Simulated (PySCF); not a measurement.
## `COc1nn(C)nc1C`, C₅H₉N₃O

Molfile (atoms numbered from 1):
```
C5H9N3O
     RDKit          3D

 18 18  0  0  0  0  0  0  0  0999 V2000
   -2.0702   -1.8698   -0.5031 C   0  0  0  0  0  0  0  0  0  0  0  0
   -1.8638   -0.4755   -0.4116 O   0  0  0  0  0  0  0  0  0  0  0  0
   -0.5986   -0.1105   -0.1574 C   0  0  0  0  0  0  0  0  0  0  0  0
    0.4236   -0.9425   -0.0021 N   0  0  0  0  0  0  0  0  0  0  0  0
    1.4601   -0.1499    0.2229 N   0  0  0  0  0  0  0  0  0  0  0  0
    2.7713   -0.6587    0.4797 C   0  0  0  0  0  0  0  0  0  0  0  0
    1.1755    1.1303    0.2298 N   0  0  0  0  0  0  0  0  0  0  0  0
   -0.1256    1.2141   -0.0106 C   0  0  0  0  0  0  0  0  0  0  0  0
   -0.8796    2.4874   -0.1063 C   0  0  0  0  0  0  0  0  0  0  0  0
   -1.4702   -2.2975   -1.3108 H   0  0  0  0  0  0  0  0  0  0  0  0
   -3.1304   -2.0068   -0.7067 H   0  0  0  0  0  0  0  0  0  0  0  0
   -1.7968   -2.3637    0.4332 H   0  0  0  0  0  0  0  0  0  0  0  0
    2.8766   -1.6161   -0.0262 H   0  0  0  0  0  0  0  0  0  0  0  0
    2.9289   -0.8003    1.5518 H   0  0  0  0  0  0  0  0  0  0  0  0
    3.5019    0.0541    0.1025 H   0  0  0  0  0  0  0  0  0  0  0  0
   -1.7981    2.4207    0.4738 H   0  0  0  0  0  0  0  0  0  0  0  0
   -0.2647    3.3016    0.2659 H   0  0  0  0  0  0  0  0  0  0  0  0
   -1.1485    2.6895   -1.1429 H   0  0  0  0  0  0  0  0  0  0  0  0
  1  2  1  0
  2  3  1  0
  3  4  2  0
  4  5  1  0
  5  6  1  0
  5  7  1  0
  7  8  2  0
  8  9  1  0
  8  3  1  0
  1 10  1  0
  1 11  1  0
  1 12  1  0
  6 13  1  0
  6 14  1  0
  6 15  1  0
  9 16  1  0
  9 17  1  0
  9 18  1  0
M  END
```

Computed, not measured: GIAO BHandHLYP/pcSseg-1 magnetisability, rotational g tensor and spin-rotation constants, non-relativistic, gas phase (PySCF 2.14.0). Geometry: GFN2-xTB.

Q: Give the nuclear spin-rotation constants along the inertial axes (H = +C I·J) beside the isotropic shieldings.

A: Rotational constants 2.3336, 1.5105, 0.9330 GHz. A star marks the isotopologue with that one atom substituted, in its own axes.
| atom | isotope | Caa (kHz) | Cbb (kHz) | Ccc (kHz) | mean (kHz) | σ (ppm) |
| --- | --- | --- | --- | --- | --- | --- |
| N4 | 14N | 0.628 | 0.286 | 0.063 | 0.326 | -72.7 |
| N5 | 14N | 0.427 | 0.196 | 0.081 | 0.235 | 21.8 |
| N7 | 14N | 0.542 | 0.424 | 0.069 | 0.345 | -118.5 |
| H10 | 1H | -0.186 | -0.106 | -0.001 | -0.098 | 27.9 |
| H11 | 1H | 0.146 | -0.171 | -0.094 | -0.040 | 27.8 |
| H12 | 1H | -0.185 | -0.106 | -0.002 | -0.097 | 27.9 |
| H13 | 1H | -0.235 | 0.029 | -0.071 | -0.092 | 27.9 |
| H14 | 1H | -0.199 | -0.155 | 0.030 | -0.108 | 27.9 |
| H15 | 1H | -0.035 | -0.110 | -0.064 | -0.070 | 27.8 |
| H16 | 1H | -0.088 | -0.146 | -0.043 | -0.092 | 29.5 |
| H17 | 1H | -0.093 | -0.053 | -0.095 | -0.080 | 29.3 |
| H18 | 1H | -0.207 | -0.136 | -0.002 | -0.115 | 29.6 |
| C1 | 13C* | 0.513 | 0.232 | 0.207 | 0.317 | 129.6 |
| O2 | 17O* | -0.203 | -0.262 | -0.042 | -0.169 | 272.0 |
| C3 | 13C* | 1.145 | 0.586 | 0.224 | 0.652 | 16.7 |
| C6 | 13C* | 0.345 | 0.262 | 0.187 | 0.265 | 145.8 |
| C8 | 13C* | 0.813 | 0.674 | 0.164 | 0.550 | 49.6 |
| C9 | 13C* | 0.323 | 0.193 | 0.118 | 0.211 | 175.2 |

For the geometry as given, no vibrational averaging.
